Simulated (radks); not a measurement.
Numerical settings for the indium ion In3+, [Kr] 4d10. Method: scalar-relativistic Kohn-Sham, PBE, spin-polarised, spherical densities, finite nucleus; Fermi nuclear charge, rms radius 4.6156 fm; computed with a radial shooting solver on a logarithmic mesh with Libxc functionals. The defaults (mesh step 0.008 in ln r, mesh end at 40 bohr or more with all orbitals vanishing there, Anderson mixing 0.5 over 9 steps, residual threshold near 1e-9 with the energy settled to 1e-9 hartree or 1e-11 of itself, here a cap of 66 iterations) give E = -5879.5494 hartree and 4d at -47.888 eV in 15 iterations. Run on one thread of a shared host, so times are rough (Intel(R) Xeon(R) Platinum 8488C): 0.2 s of CPU time, 0.2 s wall, 15 iterations on 2189 mesh points. Changes against that run (0 stands for a change within the tolerance of the run):

mesh step in ln r 0.012: iterations 15; converged yes; E (mhartree) 0; e(4d) (meV) 0; CPU (s) 0.14
mesh step in ln r 0.003: iterations 20; converged yes; E (mhartree) 0; e(4d) (meV) 0; CPU (s) 0.6
mesh step in ln r 0.05: iterations 14; converged yes; E (mhartree) +0.0902; e(4d) (meV) -0.0094; CPU (s) 0.05
mesh end (bohr) 3: iterations 15; converged yes; E (mhartree) +159; e(4d) (meV) +2.39e+03; CPU (s) 0.2
mesh end (bohr) 1: iterations 13; converged level above zero; E (mhartree) +1.37e+05; e(4d) (meV) +3.65e+05; CPU (s) 0.14
residual threshold 0.001: iterations 10; converged yes; E (mhartree) 0; e(4d) (meV) -0.682; CPU (s) 0.16
residual threshold 0.01: iterations 10; converged yes; E (mhartree) 0; e(4d) (meV) -0.682; CPU (s) 0.15
mixing 1.5: iterations 17; converged yes; E (mhartree) 0; e(4d) (meV) 0; CPU (s) 0.21
linear mixing, mixing 0.2: iterations 66; converged no; E (mhartree) 0; e(4d) (meV) -0.0062; CPU (s) 0.7
linear mixing, mixing 0.8: iterations 37; converged no; E (mhartree) diverged; CPU (s) 0.48
mixing history 3: iterations 21; converged yes; E (mhartree) 0; e(4d) (meV) 0; CPU (s) 0.24
iteration cap 8: iterations 8; converged no; E (mhartree) -0.000504; e(4d) (meV) -2.73; CPU (s) 0.12

Settled on a wrong energy, with an occupied level pushed above zero by the early mesh end: mesh end (bohr) 1 (+137 hartree). Apart from these: settings that end as converged yet miss the energy by more than 1 mhartree: mesh end (bohr) 3 (+0.159 hartree). A mesh that ends early acts as a hard wall.
